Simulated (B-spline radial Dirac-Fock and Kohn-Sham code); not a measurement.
Run log: Xe

ΔSCF core binding energies without Breit or QED terms, calculated with a radial B-spline solver. Keys: rel is the Hamiltonian (dirac, or spin-free x2c and nr, where L3 and M5 stand for the whole 2p and 3d shells), method is hf or an exchange,correlation pair (spin-unpolarised, also for the hole states), nuc the nuclear model, radius_factor scales its radius, rmax is the box in bohr, h the logarithmic mesh step, order the B-spline order, points the quadrature points per cell, c_factor scales the speed of light, and damp, ndamp, maxit and tol steer the iteration. The run stops when the commutator error falls below 10·tol·max(1, Z/10), or the numerical noise floor, and the energy has settled to about 1e-8 Ha; the virial ratio is −V/T.

Input (task.json):

```json
{"items": [{"Z": 54, "q": 0, "cfg": [[1, 0, 2], [2, 0, 2], [2, 1, 6], [3, 0, 2], [3, 1, 6], [3, 2, 10], [4, 0, 2], [4, 1, 6], [4, 2, 10], [5, 0, 2], [5, 1, 6]], "A": 132, "rrms": 4.7859, "do": "settings", "holes": ["K", "L3", "M5"],
  "settings": [{"rel": "dirac", "method": "lda,vwn", "nuc": "fermi", "radius_factor": 1.0, "rmax": 45.0, "h": 0.3, "order": 8, "points": 10, "c_factor": 1.0, "maxit": 72, "damp": 0.5, "ndamp": 3, "tol": 1e-08, "cfg": "1s2 2s2 2p6 3s2 3p6 3d10 4s2 4p6 4d10 5s2 5p8"}]}]}
```

Command: `python xray2_run.py task.json out`

The program stops without a result: overfilled shell.

**Question.** One setting is unsound. Which, and why?

**Answer.** cfg describes an anion whose outer electrons are not bound. With the default settings (Dirac Hartree-Fock): The ground state converged in 11 iterations, with total energy -7446.89846 Ha, virial ratio 1.94128 and highest orbital energy -11.97 eV. ΔSCF binding energies: K (1s) 34686.9 eV, L3 (2p3/2) 4796.0 eV, M5 (3d5/2) 676.7 eV.
